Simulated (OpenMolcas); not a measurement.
**Fe7+, Ru7+, Os7+: d down the group**

- Program: OpenMolcas 26.06
- Method: CASSCF
- Basis: ANO-RCC-VTZP
- Scalar Hamiltonian: DKH2, point nucleus
- Spin-orbit coupling: RASSI with atomic mean-field integrals over the reference wave functions, term energies averaged over their components

Active space for each ion: 1 electron in 10 orbitals (d d).

Computed levels in cm-1 above ²D_3/2:

```csv
Level,Fe7+,Ru7+,Os7+
²D_5/2,1808,4195,13948
weight of ²D in the lowest level (%),100,100,100
```

Measured, with the error of the calculation in %. Measured levels: Fe7+ from Corliss and Sugar, J. Phys. Chem. Ref. Data 11, 135 (1982).

```csv
Level,Fe7+
²D_5/2,1836 (-1.5)
```

The fine-structure level ²D_5/2 changes by a factor of 7.71 from Fe7+ to Os7+.

With one active electron the reference holds no correlation, so core polarisation is missing. With one active electron outside closed inactive shells, the extra shells (4d) add no correlation to the reference (holds for Fe7+). With one active electron outside closed inactive shells, the extra shells (5d) add no correlation to the reference (holds for Ru7+). With one active electron outside closed inactive shells, the extra shells (6d) add no correlation to the reference (holds for Os7+). Measured partners are found by configuration, term and J. A level has none where our copy of the source lacks it or the pairing is in doubt (some pairs that miss far off the trend of their configuration count as doubtful), and it then counts in no deviation. Levels of configurations outside the active space are missing.
